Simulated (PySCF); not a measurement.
C2H5ClFNSi, SMILES C=C[Si](N)(Cl)F. Geometry: B3LYP-D3(BJ)/def2-SVP. The structure was generated by enumeration, and PubChem lists no compound with its InChIKey, so it may never have been made. One conformer was computed; it need not be the lowest.

Method: PySCF 2.14.0 with B3LYP-D3(BJ)/def2-SVP.

Harmonic wavenumbers (cm⁻¹): 82, 151, 174, 197, 268, 291, 311, 381, 404, 510, 570, 699, 834, 858, 934, 1007, 1014, 1040, 1277, 1418, 1530, 1670, 3119, 3145, 3214, 3575, 3672. Rotational constants (GHz): 2.770, 1.692, 1.524; symmetry number 1.

### Question
Work out the zero-point energy and the ideal-gas rigid-rotor harmonic-oscillator thermochemistry at 298.15 K and 1 atm.

### Answer
ZPE = ½ Σ hcν = ½ × 32345 cm⁻¹ = 46.24 kcal/mol. H − E(el) = 51.95 kcal/mol. Entropy in cal/(mol K): translation 40.40, rotation 28.20, vibration 19.72, total 88.32. G − E(el) = 25.62 kcal/mol. Cp = 29.78 cal/(mol K). Modes under 150 cm⁻¹ make the vibrational entropy uncertain.
